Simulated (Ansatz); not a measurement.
Geometry optimisation, RKS PBE0/def2-SVP (Ansatz).

Input file:

```yaml
crystal:
  periodic: [false, false, false]
  atoms:
    - { symbol: Ge, position_ang: [0.269946, -0.079854, 0.005839] }
    - { symbol: O, position_ang: [0.71947, -0.077868, 1.704727] }
    - { symbol: H, position_ang: [0.004048, -0.184325, 2.341624] }
    - { symbol: H, position_ang: [1.755157, 0.078861, -0.294793] }
    - { symbol: F, position_ang: [-0.652115, 1.340903, -0.38835] }
    - { symbol: H, position_ang: [-0.584607, -1.253016, -0.485846] }
basis:
  gaussian: { orbitals: def2-SVP }
hamiltonian:
  xc: pbe0
relax:
  f_tol: 0.03
  max_steps: 50
```

Launched with:

```bash
$ ansatz run input.yaml --threads 1 --pin off --max-ram 2048MiB --backend cpu --events-out ev --progress --plain --runs-dir out
```

**Question.** Where does it end, and by what steps?

**Answer.** The forces met the threshold. After 5 steps the energy has fallen by 0.260 eV; H4 moved furthest, 0.30 Å.

```tsv
step	energy less start (eV)	largest force component (eV/Å)	accepted
0	0.0000	1.077	yes
1	-0.2189	0.324	yes
2	-0.2477	0.218	yes
3	-0.2536	0.205	yes
4	-0.2597	0.039	yes
5	-0.2599	0.018	yes
```

```xyz
6
Properties=species:S:1:pos:R:3
Ge 0.362 -0.072 0.060
O 0.649 -0.090 1.798
H -0.153 -0.187 2.322
H 1.734 0.088 -0.591
F -0.582 1.344 -0.306
H -0.498 -1.259 -0.401
```

Whether the end is a true minimum wasn't checked by a vibrational analysis.

The run took 17 s on 1 thread of Arm Neoverse V1 (shared host), peak memory 0.14 GiB.
